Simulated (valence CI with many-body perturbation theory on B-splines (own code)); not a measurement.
Energy levels of Eu³⁰⁺

Level of theory: valence CI with perturbative core correlation (CI+MBPT): five valence electrons over a frozen Dirac-Fock core [Ar] 3d10, radial functions for each j: 9 s, 9 p, 8 d, 6 f, 3 g, 1 h, with the one-electron correlation potential Σ1, the two-electron term Σ2, the three-electron term Σ3, Breit, model QED; selected CI, second order for the rest (own B-spline code, finite nucleus).

The last digits are not significant, and no measured levels were compared; by estimate large intervals hold to a few tenths of a per cent, small ones and those within an open d or f shell to about a per cent. Among the levels kept, up to 250 cm⁻¹ of a level comes from second order outside the variational space, and about a tenth of that is noise between levels of different J, which matters for small intervals.

Levels 46 to 50 of 50, with energies above the lowest level, (4s^2 4p1/2^2 4p3/2) J=3/2. "Leading %" is the weight of the configuration and term that name the level; weights of strongly mixed levels are sums over their largest components and can fall short. In the jj column 3d3/2^4 stands for four electrons in 3d with j = 3/2. Lifetimes count E1, E2, E3, M1 and M2 decay at the calculated energies, and are blank where another channel may lead or the interval is too uncertain; long ones can be off by a factor of two.

```tsv
No.	Configuration	Term	J	E (eV)	Leading %	g	Lifetime	Leading jj
46	4p⁵	²P°	3/2	224.73	48	1.164	10.5 ps	4p1/2^2 4p3/2^3 (48 %)
47	4s4p³4d	⁶D°	9/2	226.06	48	1.414	111 ps	4s 4p1/2^2 4p3/2 4d5/2 (89 %)
48	4s4p³4d	⁴F°	3/2	227.78	24	1.086	13.2 ps	4s 4p1/2^2 4p3/2 4d5/2 (48 %)
49	4s4p³4d	⁴D°	5/2	232.07	24	1.180	9.91 ps	4s 4p1/2^2 4p3/2 4d5/2 (46 %)
50	4s4p³4d	²D°	5/2	232.74	26	1.071	15.2 ps	4s 4p1/2^2 4p3/2 4d3/2 (48 %)
```

Where two levels of one J and parity lie close, their mixing, g and order are uncertain.
